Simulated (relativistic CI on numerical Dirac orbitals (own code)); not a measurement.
# Re5+: 4d photoemission

Computed with this model: Dirac-Coulomb-Breit CI, KLI orbitals optimised for each configuration, model QED, multiplet model of photoemission in the sudden approximation, unscaled Slater integrals; configurations [Xe] 4f14 5d2 → [Kr] 4d9 4f14 5s2 5p6 5d2; 300 K; Lorentzian 2.45 eV and Gaussian 0.6 eV FWHM. Energies are those of the free ion, without screening or charge transfer. The energies are binding energies and can lie tens of eV above those of solids. S is read from ⟨S²⟩ = S(S + 1).

free ion: ground-state S = 0.95, centroid 342.70 eV. Peaks (eV, height): 337.0 (100), 350.6 (58).

Strongest unbroadened transitions for free ion:

```tsv
Energy (eV)	Relative strength
336.65	37.4
336.68	47.6
336.74	19.7
337.04	100.0
337.19	74.8
337.86	2.9
338.02	4.7
338.62	3.5
339.40	2.0
339.43	3.2
343.17	4.1
350.26	19.1
350.45	78.3
350.66	57.1
352.44	10.8
353.98	2.4
354.76	3.1
355.45	18.9
```
